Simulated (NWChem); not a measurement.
System: BeSiH4Se; SMILES [Be]([SiH3])[SeH]

The following NWChem deck was run.

```
start job
memory heap 200 mb stack 900 mb global 1100 mb
geometry units angstroms noautoz
  Be     0.004769    -0.583943     0.003845
  Se    -0.063987     1.456990    -0.007717
  H      1.378642     1.496170     0.296477
  Si     0.067016    -2.763847     0.001774
  H     -0.915075    -3.346545    -0.970963
  H     -0.249559    -3.347012     1.346433
  H      1.421727    -3.276880    -0.388939
end
basis spherical
  * library 6-31g*
end
dft
  xc xcamb88 1.00 lyp 0.81 vwn_5 0.19 hfexch 1.00
  cam 0.33 cam_alpha 0.19 cam_beta 0.46
  iterations 150
  vectors input atomic output neutral.movecs
end
task dft energy
charge 1
dft
  odft
  mult 2
  vectors input atomic output cation.movecs
end
task dft energy
```

Coordinates come from a PBE0/def2-SVP optimisation.

Ions are spin-unrestricted doublets at the neutral geometry; other ion states weren't tried.

Problem. Give the results of this calculation. (CAM-B3LYP/6-31G* (spherical d), vertical spin-unrestricted ions.) Quantities: vertical ionisation energy, ΔSCF (eV); −ε(HOMO) (eV).

Solution. 
| Property | Value |
|---|---|
| vertical ionisation energy, ΔSCF (eV) | 10.10 |
| −ε(HOMO) (eV) | 8.56 |
